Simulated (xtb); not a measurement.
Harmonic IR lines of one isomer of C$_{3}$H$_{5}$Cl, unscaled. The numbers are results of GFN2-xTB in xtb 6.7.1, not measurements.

```tsv
wavenumber (cm⁻¹)	relative intensity
308	4.0
635	8.8
842	5.3
980	3.6
986	18
1051	5.9
1075	17
1211	100
1320	18
1423	9.9
1468	24
3055	17
3090	62
3105	4.7
3119	88
```

### Question
Say which structure gives these lines.
(A) `C/C=C\Cl`
(B) `C/C=C/Cl`
(C) `ClC1CC1`
(D) `C=C(C)Cl`

### Answer
C, `ClC1CC1`
